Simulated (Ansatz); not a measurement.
C$_{2}$H$_{4}$OSn (`C1=[CH][SnH2][O]1`), 8 atoms. Charge 0, multiplicity 1. Correlated methods include outer-core shells of Sn, which these sets cover unevenly. Sn takes the def2 core potential. All runs use 2 threads of an Arm Neoverse V2 on a shared host. Correlated methods freeze the cores.

How many basis functions does each run have, and how long does it take in Ansatz? RKS PBE0-D4/def2-QZVPP energy; RKS PBE0-D4/def2-TZVP frequencies; RKS CAM-B3LYP-D4/def2-TZVPP energy; RHF-CCSD(T)/def2-SVP energy; RKS r2SCANh-D4/def2-TZVPP energy; RKS ωB97M-V/def2-SVP energy; RKS PBE0-D4/def2-TZVPP energy; RHF-CCSD(T)/def2-TZVPP energy; RHF-MP2/def2-QZVPP energy; RKS PBE0-D4/def2-SVP energy; RKS ωB97M-V/def2-QZVPP energy; RKS B2PLYP (frozen core)/def2-TZVPP energy. (Estimate.)

The calculation gave: Other jobs shared the machine, so times are rough.

| level | job | functions | wall time | peak host memory (GiB) |
| --- | --- | --- | --- | --- |
| RKS PBE0-D4/def2-SVP | energy | 88 | 1.3 s | 0.37 |
| RKS PBE0-D4/def2-TZVPP | energy | 199 | 2.6 s | 0.4 |
| RKS CAM-B3LYP-D4/def2-TZVPP | energy | 199 | 3.2 s | 0.45 |
| RKS ωB97M-V/def2-SVP | energy | 88 | 4.5 s | 0.37 |
| RHF-CCSD(T)/def2-SVP | energy | 88 | 4.5 s | 0.37 |
| RKS B2PLYP (frozen core)/def2-TZVPP | energy | 199 | 5.5 s | 0.47 |
| RKS r2SCANh-D4/def2-TZVPP | energy | 199 | 5.5 s | 0.41 |
| RKS PBE0-D4/def2-QZVPP | energy | 373 | 6.5 s | 0.98 |
| RHF-MP2/def2-QZVPP | energy | 373 | 16 s | 1.7 |
| RKS ωB97M-V/def2-QZVPP | energy | 373 | 18 s | 1.1 |
| RHF-CCSD(T)/def2-TZVPP | energy | 199 | 100 s | 2.8 |
| RKS PBE0-D4/def2-TZVP | frequencies | 167 | 120 s | 0.38 |
